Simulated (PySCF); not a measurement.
**Radial density of C (carbon, neutral)**

r2SCAN0, [He] 2s1 2p2 3s1, high-spin 5P determinant (an excited configuration). All numbers are calculated (PySCF 2.14, the non-relativistic Hamiltonian (point nucleus), in aug-cc-pwCVQZ (9s8p6d4f2g, 109 functions)).

| r (bohr) | 4πr²ρ (e/bohr) | 4πr²(ρα − ρβ) |
| --- | --- | --- |
| 0.00413 | 0.02575 | 0.0008 |
| 0.00695 | 0.07031 | 0.0021 |
| 0.0117 | 0.1881 | 0.0057 |
| 0.0197 | 0.4833 | 0.0147 |
| 0.0331 | 1.165 | 0.0353 |
| 0.0556 | 2.519 | 0.0755 |
| 0.0936 | 4.552 | 0.1330 |
| 0.157 | 6.125 | 0.1725 |
| 0.265 | 5.136 | 0.1774 |
| 0.445 | 2.348 | 0.4573 |
| 0.749 | 1.676 | 1.4740 |
| 1.26 | 1.991 | 1.9885 |
| 2.12 | 0.8010 | 0.8010 |
| 3.57 | 0.2623 | 0.2623 |
| 6.00 | 0.1888 | 0.1888 |
| 10.1 | 0.002649 | 0.0026 |

The outer electron is Rydberg-like, and this basis confines it to a smaller radius and binds it less than a complete one would.
